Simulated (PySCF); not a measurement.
# As³⁺ (arsenic, charge +3): UHF calculation

Configuration: [Ar] 3d10 4s2, closed-shell 1S. All numbers are calculated (PySCF 2.14, scalar relativity through the core potential, in aug-cc-pVDZ-PP with ECP10MDF).

```json
{"Total energy": "-329.182385 hartree", "One-electron energy": "-558.9928 hartree", "Hartree (Coulomb) energy": "254.6215 hartree", "Exchange energy": "-24.8111 hartree", "⟨S²⟩": "0.0000", "⟨L²⟩": "0.000", "Sum of ⟨r⟩": "15.12 bohr", "Sum of ⟨r²⟩": "16.11 bohr²"}
```

```json
{"shell": "3s", "electrons": "2", "mean orbital energy (eV)": "-254.84", "rms radius, mean of both spins (bohr)": "0.641"}
{"shell": "3p", "electrons": "6", "mean orbital energy (eV)": "-197.94", "rms radius, mean of both spins (bohr)": "0.668"}
{"shell": "3d", "electrons": "10", "mean orbital energy (eV)": "-91.056", "rms radius, mean of both spins (bohr)": "0.737"}
{"shell": "4s", "electrons": "2", "mean orbital energy (eV)": "-48.095", "rms radius, mean of both spins (bohr)": "1.89"}
```

Energies and moments cover only the electrons outside the core potential.
